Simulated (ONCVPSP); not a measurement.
## Transferability test, ONCV potential for beryllium

* Element: Be
* Generator: ONCVPSP 4.0.1
* Type: optimised norm-conserving Vanderbilt (ONCV)
* Functional: LDA (Perdew-Wang 92)
* Relativity: scalar-relativistic
* Frozen core: [He]
* Valence charge: 2
* Reference configuration: 2s2
* Partial waves: 2s: rc 1.90 bohr, ncon 3, nbas 7, qcut 3.1 1/bohr, 2 projectors, debl 2.3 Ha; p scattering state at 0.22 Ha: rc 1.45 bohr, ncon 4, nbas 8, qcut 4.5 1/bohr, 2 projectors, debl 2.3 Ha; d scattering state at 0.24 Ha: rc 1.70 bohr, ncon 4, nbas 9, qcut 5.7 1/bohr, 1 projector
* Local potential: polynomial inside 1.05 bohr (lpopt 4, dvloc0 0 Ha)
* Core correction: none

Energies are relative to the spin-unpolarised reference configuration 2s2; without spin polarisation the order of configurations can differ from experiment. Not all tests gave a result: 1 of 4 tests not solved or not reliable.

```json
{"valence configuration": "2s1", "charge": "+1", "ΔE all-electron (eV)": "9.513", "error AE − PS (meV)": "+16"}
{"valence configuration": "2s1.5", "charge": "+0.5", "ΔE all-electron (eV)": "3.748", "error AE − PS (meV)": "+2.6"}
{"valence configuration": "2s1 2p1", "charge": "0", "ΔE all-electron (eV)": "3.518", "error AE − PS (meV)": "+3.3"}
```

Levels in the configuration 2s1:

```json
{"level": "2s", "all-electron (eV)": "-13.641", "pseudo (eV)": "-13.592"}
```
